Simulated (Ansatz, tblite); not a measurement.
Isomers of Sn2Te3 (singlet), found by a short tight-binding search and relaxed with PBE0-D4/def2-SVP in Ansatz.

In the def2 sets Sn, Te take a core potential, while STO-3G treats all electrons; there is no spin–orbit coupling. The xTB rows come from tblite. LC-ωPBE has ω = 0.4 bohr⁻¹. Correlated methods freeze 20 core orbitals; core or outer-core shells of Sn, Te are correlated, in sets that lack core-valence functions.

C: At CCSD(T)/def2-SVP T1 of the charge 0 singlet is large (up to 0.026), so the single-reference result is doubtful.

Other spin states weren't relaxed.

A:

```xyz
5

Sn    0.768   -2.166   -0.774
Sn   -1.551    1.821   -0.401
Te   -1.200   -0.529   -1.801
Te    0.307    1.615    1.598
Te    1.676   -0.740    1.378
```

B:

```csv
atom,x (Å),y (Å),z (Å)
Sn1,-1.9310,1.1467,0.5102
Sn2,0.5790,-1.6496,0.2983
Te3,-0.1472,0.3012,2.3417
Te4,-0.5904,0.0404,-1.8781
Te5,2.0896,0.1613,-1.2720
```

C:

```xyz
5

Sn    1.0462    1.2735   -1.1554
Sn   -1.8988    0.3732    0.5532
Te    0.5091   -1.1820    0.2546
Te    1.9119   -1.6047    2.4502
Te   -1.5683    1.1400   -2.1026
```

D:

```csv
atom,x (Å),y (Å),z (Å)
Sn1,0.9415,0.4487,-2.0848
Sn2,-1.1662,-0.3243,-0.2739
Te3,-2.8155,-0.9631,1.5611
Te4,1.9122,-0.8998,0.2919
Te5,1.1281,1.7386,0.5057
```

E:

```xyz
5

Sn    1.4710    0.9054    0.6152
Sn   -1.4252   -1.1528    0.0456
Te    0.7118   -0.4626   -1.9475
Te   -0.9198    1.5897   -1.0675
Te    0.1622   -0.8797    2.3541
```

Question: Estimate which lies lowest at each level, and how far above it the others are (kcal/mol).

Answer: 
| level | A | B | C | D | E |
| --- | --- | --- | --- | --- | --- |
| GFN1-xTB | 27.3 | 20.8 | 60.1 | 44.9 | 0.0 |
| GFN2-xTB | 9.4 | 8.6 | 34.3 | 34.5 | 0.0 |
| HF/STO-3G | 0.0 | 13.8 | 60.9 | 37.7 | 8.2 |
| HF/def2-SVP | 0.3 | 5.7 | 33.7 | 27.0 | 0.0 |
| HF/def2-TZVP | 1.0 | 6.0 | 32.3 | 26.0 | 0.0 |
| LDA (SPW92)/def2-TZVP | 9.0 | 10.3 | 33.6 | 25.6 | 0.0 |
| PBE-D4/def2-SVP | 8.0 | 9.2 | 31.9 | 27.5 | 0.0 |
| PBE-D4/def2-TZVP | 8.6 | 9.3 | 31.6 | 26.1 | 0.0 |
| r2SCAN-D4/def2-TZVP | 7.8 | 9.4 | 33.2 | 25.1 | 0.0 |
| PBE0-D4/def2-SVP | 8.9 | 9.5 | 36.4 | 28.4 | 0.0 |
| PBE0-D4/def2-TZVP | 9.7 | 9.7 | 35.9 | 27.1 | 0.0 |
| r2SCAN0-D4/def2-TZVP | 8.7 | 9.6 | 36.3 | 26.1 | 0.0 |
| LC-ωPBE/def2-TZVP | 10.9 | 10.1 | 40.2 | 27.7 | 0.0 |
| MP2/def2-SVP | 9.6 | 9.6 | 41.1 | 24.3 | 0.0 |
| MP2/def2-TZVP | 15.7 | 12.2 | 43.5 | 26.1 | 0.0 |
| CCSD/def2-SVP | 4.8 | 7.5 | 36.7 | 25.5 | 0.0 |
| CCSD(T)/def2-SVP | 5.1 | 7.8 | 35.7 | 24.6 | 0.0 |
Point groups (tolerance 0.1 Å): A C2v, B not assigned, C Cs, D Cs, E C2v. Lower isomers may exist.
